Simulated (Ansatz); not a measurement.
Consider the redistribution: `[Br][SnH3]` + `CB(N)CCl` → `Cl[CH2][SnH3]` + `CB(N)Br`.

Gas-phase electronic energies from Ansatz, PBE0-D4/def2-TZVP geometries. CCSD(T)/CBS is the MP2 limit (def2-TZVPP, def2-QZVPP) plus CCSD(T) − MP2 in def2-TZVPP, frozen cores. DFT in def2-TZVPP. Elements past krypton have def2 core potentials. For Br, Sn outer-core shells are correlated without core-valence functions, which leaves a few kJ/mol of doubt a bond. Scalar relativity is left out up to krypton. Each species was taken in one conformer, which may not be the lowest.

`[Br][SnH3]`:

Cartesian coordinates in Å:
```
Br 1.993 -0.532 0.960
Sn -0.183 0.049 -0.088
H -1.359 -0.898 0.693
H -0.037 -0.332 -1.739
H -0.413 1.713 0.174
```

`CB(N)CCl`:

Cartesian coordinates in Å:
```
C -1.344 -0.450 0.494
B 0.003 0.221 0.045
N 0.367 1.490 0.490
C 0.989 -0.528 -0.951
Cl 1.712 -1.927 -0.084
H -1.165 -1.459 0.875
H -1.885 0.112 1.260
H -2.012 -0.566 -0.366
H 1.223 1.947 0.226
H -0.192 2.024 1.134
H 0.479 -0.942 -1.822
H 1.825 0.079 -1.300
```

`Cl[CH2][SnH3]`:

```xyz
8

Cl   -1.422   -1.262    1.379
C    -0.423    0.167    1.012
Sn    0.474   -0.016   -0.942
H     0.339    0.245    1.785
H    -1.068    1.043    1.064
H     1.452   -1.410   -0.956
H     1.422    1.375   -1.246
H    -0.773   -0.142   -2.096
```

`CB(N)Br`:

Cartesian coordinates in Å:
```
C -1.120 -0.124 0.420
B 0.324 -0.335 -0.135
N 1.207 0.692 -0.431
Br 0.961 -2.155 -0.446
H -1.858 -0.566 -0.255
H -1.372 0.930 0.560
H -1.240 -0.636 1.379
H 2.134 0.536 -0.789
H 0.964 1.659 -0.302
```

| level | ΔE (kJ/mol) |
| --- | --- |
| PBE-D4 | 46.1 |
| SCS-MP2/def2-TZVPP | 40.6 |

**Question.** What does CCSD(T)/CBS give? (An estimate is asked.)

**Answer.** Ansatz gave: +46.0 kJ/mol. The listed levels differ from it by 0.1, -5.4 kJ/mol.

Largest T1 diagnostic among the species: 0.012.

In def2-TZVPP, CCSD(T) changes the Hartree–Fock value by −24.4 kJ/mol (the triples alone add −3.0 kJ/mol) and MP2 by −29.0 kJ/mol. From PBE to PBE0 (25 % exact exchange), in def2-TZVPP and without D4, ΔE moves by +3.5 kJ/mol.
